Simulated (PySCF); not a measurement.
A calculated (UHF, PySCF 2.14, cc-pVDZ, the non-relativistic Hamiltonian (point nucleus)) atom or ion has these occupied shells.

| shell | electrons | orbital energy (eV) | rms radius, mean of both spins (bohr) |
| --- | --- | --- | --- |
| 1s | 2 | -75.994 | 0.668 |

(1) Name the element and its charge.

Results:

(1) Li⁺ (lithium, charge +1), in 1s2, closed-shell 1S.
